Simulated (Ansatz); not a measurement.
Harmonic frequencies (cm⁻¹) at PBE0-D4/def2-TZVP from Ansatz: 330, 694, 825, 1086, 1329, 2689.

Which molecule is it?
A. `FB(Cl)O[SiH3]`
B. `FB(F)[SeH]`
C. `[SiH3]B(Cl)Cl`
D. `FBBr`

D.
